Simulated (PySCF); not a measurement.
**Telling isomers of C₄H₁₂N₂OSi₂ apart by NMR**

PySCF 2.14.0 with density-fitted response routines calculation with geometry from GFN2-xTB and NMR shieldings at PBE0/pcSseg-1/GIAO; rapidly exchanging positions averaged, single conformer, isolated molecule, no relativistic terms.

Referencing at the same level of theory: TMS for ¹H, ¹³C. Where no couplings were computed, multiplicities follow the n + 1 count of equivalent neighbours, and m marks all less simple cases (inequivalent or close neighbours, rings, F or P nearby). Shifts are as computed. Against solution values, carbons near 30 ppm lie about +3 ppm off and those near 130 ppm about +5 ppm. Of 1309 compounds with measured shifts, 239 miss one by over three times the rms of a fit or turn the order of signals round; such compounds aren't used in these exercises. OH and NH positions are gas-phase values without hydrogen bonding to other molecules.

(1) Tabulate the signals of `CC(=O)/C=N/[SiH2]N(C)[SiH3]`, `C[Si](C)(C)O[Si@H](N)C#N` and their relative energies.

(2) What is the quickest way to tell CC(=O)/C=N/[SiH2]N(C)[SiH3] from C[Si](C)(C)O[Si@H](N)C#N?

## Answers

(1) 
```tsv
SMILES	carbon types	δC	δH	E rel. (kcal/mol)
CC(=O)/C=N/[SiH2]N(C)[SiH3]	1×C 1×CH 2×CH3	205.9, 173.8, 34.1, 25.0	8.23 (s, 1H), 5.38 (s, 2H), 4.69 (s, 3H), 3.05 (s, 3H), 2.53 (s, 3H)	86.1
C[Si](C)(C)O[Si@H](N)C#N	1×C 3×CH3	127.5, 2.6	5.12 (s, 1H), 0.78 (br s, 2H), 0.28 (s, 9H)	0.0
```

Energies are electronic energies at PBE0/pcSseg-1 on these geometries, without zero-point or thermal terms, each for the one conformer computed, which needn't be the lowest.

(2) Count the carbon signals: 4 against 2. The first has a ketone carbonyl carbon (C) at 205.9 ppm, the second a nitrile carbon (C) at 127.5 ppm. In the proton spectra the most deshielded non-exchanging signals are 8.23 (s, 1H) and 5.12 (s, 1H).
